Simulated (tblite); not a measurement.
Species: C₃H₉Si (doublet state).
Structure used (GFN2-xTB), in Å, numbered top down from 1:
```xyz
13
C3H9Si angstrom
C     -0.025    1.907   -0.077
Si     0.012    0.112   -0.514
C     -1.546   -0.764    0.164
C      1.562   -0.700    0.228
H      0.724    2.381    0.533
H     -0.805    2.566   -0.416
H      0.015   -0.068   -1.980
H     -1.616   -0.674    1.244
H     -2.446   -0.332   -0.262
H     -1.537   -1.821   -0.081
H      2.467   -0.269   -0.190
H      1.586   -1.767    0.026
H      1.604   -0.571    1.306
```

Computed values, GFN2-xTB/tblite, gas phase, harmonic and unscaled. This tight-binding method is rough: wavenumbers can miss measured ones by several per cent, in bad cases by 10 to 20. Modes of hydrogen on silicon can be 10 to 20 % off. One conformer, not necessarily the lowest. Open shells enter through the occupations alone, without spin polarisation, and single modes of such species can be off by tens of per cent.

Harmonic wavenumbers (cm⁻¹): 37.4, 108.9, 124.7, 178.3, 180.6, 219.1, 515.3, 606.0, 625.0, 669.1, 706.2, 756.5, 795.7, 800.4, 835.1, 843.9, 881.3, 1358.1, 1379.6, 1393.6, 1488.2, 1492.1, 1495.8, 1500.3, 2122.9, 3036.4, 3038.2, 3041.1, 3042.8, 3046.9, 3049.8, 3093.7, 3134.1.

A = 5587, B = 5292, C = 3197 MHz; mass 73.047 u (most abundant isotopes); point group C1, symmetry number 1; spin multiplicity 2.

Question: What is the zero-point energy?

Answer: Half the sum of the wavenumbers: 22799 cm⁻¹ = 65.18 kcal/mol.

Question: What is S at 200 K and 1 bar for an ideal gas of classical rigid rotors and harmonic oscillators?

Answer: Translation 36.82, rotation 24.44, vibration 14.80, spin (R ln 2) 1.38: S = 77.4 cal/(mol K).

Question: And Cp and H(200 K) − H(0)?

Answer: Cp = 22.34 cal/(mol K), of which vibrations give 14.39 (their classical limit is 33 R = 65.6); H(200 K) − H(0) = 3.14 kcal/mol without the zero-point energy, 1.56 from vibrations.

Question: Which modes carry the vibrational entropy at 200 K?

Answer: 37.4 cm⁻¹: 4.60; 108.9 cm⁻¹: 2.52; 124.7 cm⁻¹: 2.27; 178.3 cm⁻¹: 1.62; 180.6 cm⁻¹: 1.60; 219.1 cm⁻¹: 1.28 cal/(mol K); the other 27 give 0.91 together.

Question: What must be added to the electronic energy to get the Gibbs energy at 200 K and 1 bar?

Answer: ZPE + [H(200 K) − H(0)] − T·S = 65.18 + 3.14 − 15.49 = 52.83 kcal/mol.

Question: Blend soft modes into free rotors: weight 1/[1 + (100 cm⁻¹/ν̃)⁴] for the oscillator and the rest for a rotor with moment μB/(μ + B), μ = h/(8π²ν), B = 10⁻⁴⁴ kg m². What vibrational entropy results?

Answer: 13.65 cal/(mol K) in place of 14.80, which changes −T·S at 200 K by +0.23 kcal/mol.

Question: How do the functions run with temperature in this model?

Answer: 
```csv
T (K),S (cal/(mol K)),Cp (cal/(mol K)),H − H(0) (kcal/mol),G − H(0) (kcal/mol),ln q(vib)
50,54.4,12.2,0.48,-2.23,0.50
100,64.3,16.5,1.21,-5.22,1.49
298.15,87.6,28.7,5.65,-20.45,5.40
373.15,94.5,33.0,7.97,-27.28,6.77
500,105.0,39.2,12.57,-39.95,9.02
750,122.7,48.1,23.55,-68.49,13.15
1000,137.5,54.4,36.41,-101.07,16.90
```

q(vib) and H(0) count from the zero-point level.

Hindered rotation and anharmonicity are outside this model. Other conformers, if any are populated, would add a mixing term that is left out. The structure is chiral; the term R ln 2 for an equal mix with its mirror image is left out.

Time: 0.29 s. Hardware: one thread of an Arm Neoverse V1, no GPU, shared host. This covers the Hessian and the dipole derivatives.
